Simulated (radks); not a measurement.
Trend from La+ to Lu+: ionisation energy by Delta-SCF between NIST ground configurations, and size. Calculated with a radial shooting solver on a logarithmic mesh with Libxc functionals: scalar-relativistic Kohn-Sham, PBE, spin-unpolarised, spherical densities, point nucleus.

\begin{tabular}{lrrrrrrr}
species & configuration & IE (eV) & NIST (eV) & kind & -e(HOMO) (eV) & outermost & <r> outermost (bohr) \\ \hline
La+ & [Xe] 5d2 & 10.820 & 11.185 & exp. & 7.170 (5d) & 5d & 2.89 \\
Ce+ & [Xe] 4f1 5d2 & 9.539 & 10.96 & semi-emp. & 7.209 (5d) & 5d & 2.85 \\
Pr+ & [Xe] 4f3 6s1 & 10.625 & 10.63 & semi-emp. & 7.030 (4f) & 6s & 4.08 \\
Nd+ & [Xe] 4f4 6s1 & 10.786 & 10.78 & semi-emp. & 7.648 (4f) & 6s & 4.02 \\
Pm+ & [Xe] 4f5 6s1 & 10.940 & 10.94 & semi-emp. & 8.152 (4f) & 6s & 3.96 \\
Sm+ & [Xe] 4f6 6s1 & 11.089 & 11.08 & semi-emp. & 8.420 (6s) & 6s & 3.91 \\
Eu+ & [Xe] 4f7 6s1 & 11.235 & 11.24 & semi-emp. & 8.527 (6s) & 6s & 3.86 \\
Gd+ & [Xe] 4f7 5d1 6s1 & 12.100 & 12.08 & semi-emp. & 8.404 (5d) & 6s & 3.66 \\
Tb+ & [Xe] 4f9 6s1 & 11.523 & 11.51 & semi-emp. & 8.739 (6s) & 6s & 3.76 \\
Dy+ & [Xe] 4f10 6s1 & 11.667 & 11.65 & semi-emp. & 8.845 (6s) & 6s & 3.72 \\
Ho+ & [Xe] 4f11 6s1 & 11.810 & 11.78 & semi-emp. & 8.951 (6s) & 6s & 3.67 \\
Er+ & [Xe] 4f12 6s1 & 11.954 & 11.92 & semi-emp. & 9.058 (6s) & 6s & 3.63 \\
Tm+ & [Xe] 4f13 6s1 & 12.099 & 12.07 & semi-emp. & 9.166 (6s) & 6s & 3.59 \\
Yb+ & [Xe] 4f14 6s1 & 12.245 & 12.179 & exp. & 9.275 (6s) & 6s & 3.54 \\
Lu+ & [Xe] 4f14 6s2 & 14.271 & 14.13 & semi-emp. & 11.051 (6s) & 6s & 3.26 \\
\end{tabular}

Reference values: NIST Atomic Spectra Database (exp. = measured, semi-emp. = semi-empirical, theory = theoretical value adopted there). Spin polarisation and multiplet splitting are left out, so open shells lie too high by an amount that depends on their filling. Spin-orbit splitting is averaged out at the scalar-relativistic level.

Beside tabulated values, note that spin-unpolarised runs miss the spin-polarisation part of the exchange energy of open shells.
